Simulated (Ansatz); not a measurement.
Geometry optimisation, UKS PBE-D4/STO-3G in Ansatz 0.2.0.

input.yaml

```yaml
crystal:
  periodic: [false, false, false]
  atoms:
    - { symbol: C, position_ang: [-0.9106, -1.8153, -1.1224] }
    - { symbol: C, position_ang: [-0.0274, -1.6177, 0.0573] }
    - { symbol: Si, position_ang: [0.2967, 0.1342, 0.5982] }
    - { symbol: P, position_ang: [-1.4467, 1.0476, 1.4416] }
    - { symbol: O, position_ang: [0.8648, 1.1043, -0.6409] }
    - { symbol: C, position_ang: [1.6507, 2.2635, -0.3047] }
    - { symbol: H, position_ang: [-1.9293, -1.3694, -0.9159] }
    - { symbol: H, position_ang: [-1.0327, -2.8126, -1.3946] }
    - { symbol: H, position_ang: [-0.5665, -1.2359, -1.9761] }
    - { symbol: H, position_ang: [0.9342, -2.0883, -0.1701] }
    - { symbol: H, position_ang: [-0.444, -2.1799, 0.9241] }
    - { symbol: H, position_ang: [1.3638, 0.1242, 1.709] }
    - { symbol: H, position_ang: [-2.4096, 0.7997, 0.3232] }
    - { symbol: H, position_ang: [-1.9701, -0.0706, 2.2154] }
    - { symbol: H, position_ang: [1.0962, 2.9402, 0.3277] }
    - { symbol: H, position_ang: [2.5925, 1.9907, 0.207] }
    - { symbol: H, position_ang: [1.919, 2.7849, -1.2385] }
magnetization:
  spin_polarized: true
basis:
  gaussian: { orbitals: STO-3G }
hamiltonian:
  xc: pbe
  dispersion: d4
relax:
  f_tol: 0.02
  max_steps: 40
```

Run as:

```bash
$ ansatz run input.yaml --threads 1 --pin off --max-ram 2048MiB --backend cpu --events-out ev --progress --plain --runs-dir out
```

Q: Where does it end, and by what steps?

A: The forces met the threshold. Limits of this set-up: minimal basis. After 15 steps the energy has fallen by 0.841 eV; H15 moved furthest, 0.49 Å.

| step | energy less start (eV) | largest force component (eV/Å) | accepted |
| --- | --- | --- | --- |
| 0 | 0.0000 | 3.485 | yes |
| 1 | -0.6953 | 1.283 | yes |
| 2 | -0.7972 | 0.592 | yes |
| 3 | -0.8210 | 0.182 | yes |
| 4 | -0.8311 | 0.109 | yes |
| 5 | -0.8350 | 0.083 | yes |
| 6 | -0.8375 | 0.089 | yes |
| 7 | -0.8384 | 0.051 | yes |
| 8 | -0.8398 | 0.023 | yes |
| 9 | -0.8402 | 0.030 | yes |
| 10 | -0.8404 | 0.077 | yes |
| 11 | -0.8407 | 0.054 | yes |
| 12 | -0.8409 | 0.029 | yes |
| 13 | -0.8410 | 0.020 | yes |
| 14 | -0.8411 | 0.021 | yes |
| 15 | -0.8412 | 0.018 | yes |

```xyz
17
Properties=species:S:1:pos:R:3
C -0.932 -1.701 -1.181
C -0.010 -1.671 0.071
Si 0.367 0.083 0.680
P -1.413 1.221 1.435
O 1.087 0.854 -0.708
C 1.540 2.197 -0.325
H -1.915 -1.239 -0.965
H -1.112 -2.739 -1.519
H -0.472 -1.143 -2.019
H 0.943 -2.178 -0.171
H -0.480 -2.255 0.887
H 1.346 0.017 1.772
H -2.274 0.648 0.458
H -1.718 0.177 2.352
H 0.714 2.864 0.036
H 2.331 2.195 0.471
H 1.981 2.670 -1.233
```

Whether the end is a true minimum wasn't checked by a vibrational analysis.

The run took 99 s on 1 thread of Arm Neoverse V2 (shared host), peak memory 0.16 GiB.
